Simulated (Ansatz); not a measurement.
Two members of one family (Series TiF3X), computed with Ansatz in the gas phase. The two geometries come from different levels. Binding counts from free atoms in the multiplicity of their measured ground term, without zero-point energy. Names give formal oxidation states. A dash marks a value that wasn't run or was left out as unsound. The structures are stationary points that may keep the symmetry of their start. Remarks come from the PBE and PBE0 runs and from stability tests at other levels; not every state was tested. HOMO above LUMO (over both spins in singlets and doublets, within one spin in higher multiplets; at PBE or PBE0), or a gap under 0.15 eV within one spin, warns that the state may not be the lowest or that an electron is smeared out.

First: Ti(OH)F3 (singlet, charge 0, PBE-D4/def2-SVP geometry).

Cartesian coordinates in Å:
```
Ti 0.249 -0.268 0.234
O -0.362 0.857 -0.994
H -1.197 1.323 -1.171
F -0.740 -1.715 0.252
F 0.137 0.470 1.820
F 1.913 -0.667 -0.141
```

| level | HOMO (eV) | LUMO (eV) | gap (eV) | vertical IE (eV) | vertical triplet (eV) | binding per atom (eV) |
| --- | --- | --- | --- | --- | --- | --- |
| PBE-D4/def2-SVP | -8.36 | -3.29 | 5.06 | – | – | 5.07 |
| PBE-D4/def2-TZVP | -8.76 | -3.60 | 5.15 | 12.56 | 6.01 | – |
| revPBE-D4/def2-TZVP | -8.66 | -3.49 | 5.16 | – | – | – |
| r2SCAN-D4/def2-TZVP | -9.19 | -3.59 | 5.60 | 12.72 | 6.02 | – |
| B3LYP-D4/6-31G | -9.98 | -2.94 | 7.04 | – | – | 4.51 |

Metal–donor distances: 1 × O 1.77 Å, 3 × F 1.75 Å. Remarks: gap within one spin near zero at PBE or PBE0 (+1 doublet).

Second: Ti(NH2)F3 (singlet, charge 0, PBE0-D4/def2-SVP geometry).

Cartesian coordinates in Å:
```
Ti -0.640 0.032 -0.321
N 1.021 -0.029 0.468
H 1.767 -0.669 0.204
H 1.304 0.550 1.256
F -0.488 -0.638 -1.916
F -1.191 1.681 -0.290
F -1.772 -0.927 0.600
```

Task: Estimate the same table for the second.

Result: 
| level | HOMO (eV) | LUMO (eV) | gap (eV) | vertical IE (eV) | vertical triplet (eV) | binding per atom (eV) |
| --- | --- | --- | --- | --- | --- | --- |
| PBE-D4/def2-SVP | -6.69 | -3.05 | 3.64 | – | – | 4.67 |
| PBE-D4/def2-TZVP | -7.05 | -3.34 | 3.71 | 10.70 | 4.63 | – |
| revPBE-D4/def2-TZVP | -6.96 | -3.24 | 3.72 | – | – | – |
| r2SCAN-D4/def2-TZVP | -7.39 | -3.28 | 4.11 | 10.66 | 4.43 | – |
| B3LYP-D4/6-31G | -8.05 | -2.56 | 5.49 | – | – | 4.23 |

Metal–donor distances: 1 × N 1.84 Å, 3 × F 1.74 to 1.75 Å.
